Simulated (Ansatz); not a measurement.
[Tb(H2O)6]3+ (TbO6H12³⁺), relaxed as a septet with UKS r2SCAN-D4/def2-SVP in Ansatz, starting from the GFN2-xTB geometry. Force threshold 0.03 eV/Å.

In the def2 sets Tb takes a core potential; there is no spin–orbit coupling. With an open 4f shell the SCF may have ended on a state above the lowest.

Start:

```tsv
atom	x (Å)	y (Å)	z (Å)
Tb1	-0.002	-0.005	0.000
O2	2.253	0.627	-0.206
H3	2.712	1.033	-0.971
H4	2.973	0.561	0.455
O5	-2.257	-0.631	0.204
H6	-2.975	-0.575	-0.461
H7	-2.720	-1.017	0.976
O8	0.535	-2.148	-0.794
H9	1.404	-2.501	-1.080
H10	-0.055	-2.919	-0.925
O11	-0.539	2.144	0.793
H12	0.052	2.911	0.943
H13	-1.412	2.501	1.062
O14	-0.403	0.705	-2.205
H15	-0.691	1.585	-2.526
H16	-0.318	0.199	-3.040
O17	0.411	-0.700	2.207
H18	0.343	-0.185	3.038
H19	0.689	-1.582	2.533
```

```
step  energy (eV)  largest force component (eV/Å)  SCF passes
   1  -34845.8054                           0.139          73
   2  -34845.8175                           0.340          47
   3  -34845.8357                           0.147          49
   4  -34845.8374                           0.002          42
```

Force components are those of the run's own axes.

End:

```xyz
19

Tb   -0.0005    0.0000    0.0005
O     2.2301    0.6262   -0.2046
H     2.6764    1.0224   -0.9810
H     2.9403    0.5544    0.4659
O    -2.2300   -0.6313    0.2034
H    -2.9394   -0.5627   -0.4683
H    -2.6766   -1.0276    0.9797
O     0.5283   -2.1261   -0.7802
H     1.4055   -2.4686   -1.0492
H    -0.0743   -2.8861   -0.9154
O    -0.5304    2.1267    0.7796
H     0.0715    2.8876    0.9131
H    -1.4075    2.4684    1.0499
O    -0.3981    0.7043   -2.1803
H    -0.6757    1.5924   -2.4855
H    -0.3274    0.1816   -3.0055
O     0.4006   -0.6995    2.1822
H     0.3277   -0.1756    3.0064
H     0.6797   -1.5866    2.4894
```

By distances, no bond broke or formed. The bond that changes most is Tb1–O11, from 2.35 to 2.33 Å (atoms count from 1).

No frequencies were taken in this run, so the end may be a saddle point.

Run time 2.3 min (4 threads of Intel Xeon on a shared host).
